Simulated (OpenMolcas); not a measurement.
Hf.

* Program: OpenMolcas
* Basis: ANO-RCC-VDZP [7s6p4d2f1g]
* Scalar Hamiltonian: DKH2, point nucleus
* Active space: 2 electrons in 5 orbitals (5d)
* State averaging: 2S+1 = 3 even, 10 roots; 2S+1 = 1 even, 15 roots
* Spin-orbit coupling: RASSI with atomic mean-field integrals over the reference wave functions, term energies averaged over their components

Two sets of levels on these reference wave functions, in cm-1 above 5d2 6s2 3F2: one from CASSCF and one from SS-CASPT2, IPEA 0.25 Eh, imaginary shift 0.1 Eh (closed shells correlated: 5s 5p 6s).

```json
{"Level": "5d2 6s2 3F2", "Set 1": "0.0", "Set 2": "0.0"}
{"Level": "5d2 6s2 3F3", "Set 1": "2570", "Set 2": "2750"}
{"Level": "5d2 6s2 3F4", "Set 1": "5160", "Set 2": "5320"}
{"Level": "5d2 6s2 1D2 [64 %]", "Set 1": "9240", "Set 2": "6990"}
{"Level": "5d2 6s2 3P0", "Set 1": "9400", "Set 2": "7540"}
{"Level": "5d2 6s2 3P1", "Set 1": "10660", "Set 2": "9040"}
{"Level": "5d2 6s2 3P2 [68 %]", "Set 1": "13430", "Set 2": "11520"}
{"Level": "5d2 6s2 1G4", "Set 1": "14090", "Set 2": "13490"}
{"Level": "5d2 6s2 1S0", "Set 1": "30110", "Set 2": "22700"}
```

Q: Which set is which?

A: Set 2 is SS-CASPT2. Its levels of the other terms of 5d2 6s2 lie at 0.75 to 0.96 of the other set's values, as expected, since terms of lower spin or lower L gain more correlation energy than the Hund ground term. Against 8 measured levels (NIST Handbook of Basic Atomic Spectroscopic Data) the mean absolute deviation is 1900 cm-1 with it and 3800 cm-1 without; single levels miss by up to 3000 cm-1 with it.

CASPT2 breaks the degeneracy within a term, and the mean is taken; among the terms shown or strongly mixed into the levels shown the widest spread is 370 cm-1 (5d2 6s2 3F, SS-CASPT2). Over all roots computed the reference weight is 0.86 to 0.93 in SS-CASPT2; the roots of lowest weight are the least certain, and an intruder state may touch them. With the s shell closed, the reference lacks s² → p², s² → d² and s → d mixing, so excited terms can stand far too high and out of order, with CASPT2 too. Without dynamic correlation excited terms often stand tens of per cent too high (terms of higher spin than the ground term too low), and those without a measured partner can miss by more than the paired ones (holds for CASSCF). Some levels mix across a computed gap that differs much from the measured one, so their mixing is not that of the real levels (holds for SS-CASPT2). Some terms miss by over 15 % even with CASPT2, which points to a basis or an active space too small for the shells correlated (holds for SS-CASPT2). Measured partners are found by configuration, term and J. A level has none where our copy of the source lacks it or the pairing is in doubt (some pairs that miss far off the trend of their configuration count as doubtful), and it then counts in no deviation. Only configurations of the active space appear.

A share in square brackets marks a mixed level and gives the weight of the term that names it, the lowest over the columns.
